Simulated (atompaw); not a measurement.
**PBEsol PAW (atompaw) dataset for Rh (Z = 45), scalar-relativistic all-electron reference.**

rhodium (Rh), PAW, made with atompaw 4.2.0.5 (PBEsol, scalar-relativistic). Core [Ar] 3d10 4s2, reference 4p6 4d8.5 5s0.5 5p0. Waves: 5s (bound): rc 2.65 bohr; 5s channel at 0.7 Ry: rc 2.65 bohr; 4p (bound): rc 1.70 bohr; 5p (bound, empty): rc 1.70 bohr; 4d (bound): rc 1.65 bohr; 4d channel at 2.2 Ry: rc 1.65 bohr. Local part: bessel scheme, radius 1.76 bohr. Core correction: smooth core density matched at 1.80 bohr. Augmentation charge: besselshape compensation charge, radius 2.50 bohr; PAW radius 2.65 bohr; waves and projectors: custom rrkj vanderbiltortho.

Poles of the logarithmic derivatives, all-electron (AE) and pseudo (PS). s: poles at 2.0 (AE) and 1.9, 3.0 (PS) Ry. p: poles at -3.6, 3.2 (AE) and -3.6, 3.1 (PS) Ry. d: poles at -0.1 (AE) and -0.1 (PS) Ry. Test radius 2.67 bohr.

- Cutoffs needed: 40 Ry and 70 Ry (the cutoffs (Ry, on a coarse ladder) from which the occupation-weighted sum of valence levels, in a spherical-Bessel basis at the reference potential, stays within 10 and 1 mRy of its value at 400 Ry)
- Ghost test: no extra level below or beside the all-electron valence levels (s, p, d, f tested) (spherical-Bessel basis up to 400 Ry, 20 bohr box)
- Lowest eigenvalue of the overlap operator: 0.10 (p channel)
- Overlap eigenvalues printed by atompaw (projector basis): 0.154, 0.269, 1.7, 64, 86.1, 169
- Share of each valence orbital outside the PAW sphere: 5s 67 %, 4p 0 %, 5p 92 %, 4d 11 %
